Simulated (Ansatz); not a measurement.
`[CH3][In]([Cl])[Cl]` + H₂ → `[CH3][InH][Cl]` + HCl  (hydrogenolysis of the In–Cl bond)

Calculated with Ansatz (gas phase, PBE0-D4/def2-TZVP geometries, no zero-point term in ΔE). CCSD(T)/CBS adds triple-zeta CCSD(T) − MP2 to the extrapolated MP2 energy (def2 sets, frozen cores). This one scheme is used for every species. Functionals use def2-TZVPP. B3LYP here is the variant with VWN-RPA as its local correlation; programs differ in this. def2 core potentials past Kr. For In outer-core shells are correlated without core-valence functions, which leaves a few kJ/mol of doubt a bond.

Q: Is it downhill or uphill in electronic energy at CCSD(T)/CBS, and by how much? (An estimate is asked.)

A: Computed: Uphill: ΔE = +24.9 kcal/mol.

Q: What do these levels give: B3LYP-D4, ωB97X-V, r2SCAN0, LC-ωPBE, CCSD/def2-SVP, SCS-MP2/def2-QZVPP? (Estimate.)

A: Computed: B3LYP-D4 24.4, ωB97X-V 23.7, r2SCAN0 24.3, LC-ωPBE 22.0, CCSD/def2-SVP 23.5, SCS-MP2/def2-QZVPP 25.4 kcal/mol.

Largest T1 diagnostic among the species: 0.012.

The D4 term adds +1.2 kcal/mol with B3LYP and +0.7 kcal/mol with PBE0; it sums over pairs of atoms, weighted by their polarisabilities, and B3LYP, whose exchange is more repulsive, gets the larger term. Leaving LDA and LC-ωPBE aside and taking each functional with its dispersion term where it has one, the values, not all of them listed here, spread over 2.1 kcal/mol, from B97M-V to r2SCAN-D4. LDA lies −2.2 kcal/mol from PBE without D4. At CCSD(T), def2-SVP lies −0.8 kcal/mol from the extrapolated value and def2-TZVPP −1.5 kcal/mol.
